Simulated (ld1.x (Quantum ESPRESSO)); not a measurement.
**chromium, PAW: configuration errors across variants**

| Item | Value |
| --- | --- |
| Element | Cr |
| Generator | ld1.x (Quantum ESPRESSO) 7.5 |
| Type | PAW |
| Functional | PBE |
| Relativity | scalar-relativistic |
| Frozen core | [Ar] |
| Valence charge | 6 |
| Reference configuration | 3d6 4s0 4p0 |
| Partial waves | 4s (bound, empty): rcut 1.95, rcutus 2.70 bohr; 4s channel at 4.35 Ry: rcut 1.95, rcutus 2.70 bohr; 4p (bound, empty): rcut 2.80, rcutus 3.25 bohr; 4p channel at 0.25 Ry: rcut 2.80, rcutus 3.25 bohr; 3d (bound): rcut 2.00, rcutus 2.20 bohr; 3d channel at 0.4 Ry: rcut 2.00, rcutus 2.20 bohr |
| Local potential | all-electron potential smoothed inside 2.60 bohr (lloc = -2) |
| Core correction | Bessel-smoothed model core, default radius (core density twice the valence density) |
| Augmentation charge | BESSEL, radius 1.70 bohr |

All-electron excitation energies from the reference (eV): (1) 3d5 4s1 4p0 -1.732; (2) 3d5 4s0 4p0 5.169; (3) 3d4 4s0 4p0 21.222; (4) 3d5 4s0.5 4p0 0.975; (5) 3d3 4s0 4p0 51.970; (6) 3d2 4s0 4p0 100.331; (7) 3d4 4s1 4p0 6.255.

Tests that are not counted but printed errors over 1 eV. “all radii but the core radius scaled by about 0.74 (s 2.00, p 2.40, d 1.62 bohr, rcut 1.44/2.08/1.48); local potential all-electron potential smoothed inside 1.92 bohr (lloc = -2); augmentation BESSEL, radius 1.26 bohr”: 3d5 4s1 4p0 (solver errors, printed error -2.9 eV); 3d4 4s1 4p0 (solver errors, printed error -3.8 eV). “all radii but the core radius scaled by about 0.84 (s 2.26, p 2.74, d 1.84 bohr, rcut 1.64/2.36/1.68); local potential all-electron potential smoothed inside 2.18 bohr (lloc = -2); augmentation BESSEL, radius 1.42 bohr”: 3d5 4s1 4p0 (solver errors, printed error -2.9 eV); 3d4 4s1 4p0 (solver errors, printed error -3.8 eV). “all radii but the core radius scaled by about 0.90 (s 2.42, p 2.92, d 1.98 bohr, rcut 1.76/2.52/1.80); local potential all-electron potential smoothed inside 2.34 bohr (lloc = -2); augmentation BESSEL, radius 1.52 bohr”: 3d5 4s1 4p0 (solver errors, printed error -2.9 eV). “all radii but the core radius scaled by about 1.16 (s 3.12, p 3.76, d 2.54 bohr, rcut 2.26/3.24/2.32); local potential all-electron potential smoothed inside 3.00 bohr (lloc = -2); augmentation BESSEL, radius 1.96 bohr”: 3d2 4s0 4p0 (solver errors, printed error -31.4 eV).

A true bound ghost makes a file unfit for plane-wave use even where its test errors are small: the radial tests pick states by their node count and pass the ghost by. Where a test does run into it, the solver fails or the error is huge.

Errors AE − PS in meV (a dash: test not solved or not reliable):

| change | (1) | (2) | (3) | (4) | (5) | (6) | (7) | bound ghosts |
| --- | --- | --- | --- | --- | --- | --- | --- | --- |
| base | -28 | -11 | -247 | -16 | -1394 | -4340 | -205 | none |
| all radii but the core radius scaled by about 0.74 (s 2.00, p 2.40, d 1.62 bohr, rcut 1.44/2.08/1.48); local potential all-electron potential smoothed inside 1.92 bohr (lloc = -2); augmentation BESSEL, radius 1.26 bohr | – | -11 | -230 | – | -1274 | -4000 | – | s, p |
| all radii but the core radius scaled by about 0.84 (s 2.26, p 2.74, d 1.84 bohr, rcut 1.64/2.36/1.68); local potential all-electron potential smoothed inside 2.18 bohr (lloc = -2); augmentation BESSEL, radius 1.42 bohr | – | -11 | -234 | – | -1302 | -4089 | – | s |
| all radii but the core radius scaled by about 0.90 (s 2.42, p 2.92, d 1.98 bohr, rcut 1.76/2.52/1.80); local potential all-electron potential smoothed inside 2.34 bohr (lloc = -2); augmentation BESSEL, radius 1.52 bohr | – | -11 | -237 | – | -1327 | -4162 | -639 | none |
| all radii but the core radius scaled by about 0.95 (s 2.56, p 3.08, d 2.08 bohr, rcut 1.84/2.64/1.90); local potential all-electron potential smoothed inside 2.46 bohr (lloc = -2); augmentation BESSEL, radius 1.60 bohr | -26 | -11 | -240 | -16 | -1352 | -4231 | -198 | none |
| all radii but the core radius scaled by about 1.09 (s 2.96, p 3.56, d 2.40 bohr, rcut 2.14/3.06/2.18); local potential all-electron potential smoothed inside 2.84 bohr (lloc = -2); augmentation BESSEL, radius 1.86 bohr | -29 | -12 | -257 | -17 | -1452 | -4481 | -213 | none |
| all radii but the core radius scaled by about 1.16 (s 3.12, p 3.76, d 2.54 bohr, rcut 2.26/3.24/2.32); local potential all-electron potential smoothed inside 3.00 bohr (lloc = -2); augmentation BESSEL, radius 1.96 bohr | -31 | -12 | -263 | -17 | -1489 | – | -218 | none |
| all radii but the core radius scaled by about 1.23 (s 3.32, p 4.00, d 2.72 bohr, rcut 2.40/3.46/2.46); local potential all-electron potential smoothed inside 3.20 bohr (lloc = -2); augmentation BESSEL, radius 2.10 bohr | – | – | – | – | – | – | – | none |
| all radii but the core radius scaled by about 1.30 (s 3.50, p 4.22, d 2.86 bohr, rcut 2.52/3.64/2.60); local potential all-electron potential smoothed inside 3.38 bohr (lloc = -2); augmentation BESSEL, radius 2.20 bohr | – | – | – | – | – | – | – | none |

Task: Give the same row for: all radii but the core radius scaled by about 1.41 (s 3.80, p 4.56, d 3.10 bohr, rcut 2.74/3.94/2.80); local potential all-electron potential smoothed inside 3.66 bohr (lloc = -2); augmentation BESSEL, radius 2.38 bohr.

Result: –, –, –, –, –, –, –; bound ghosts: none.
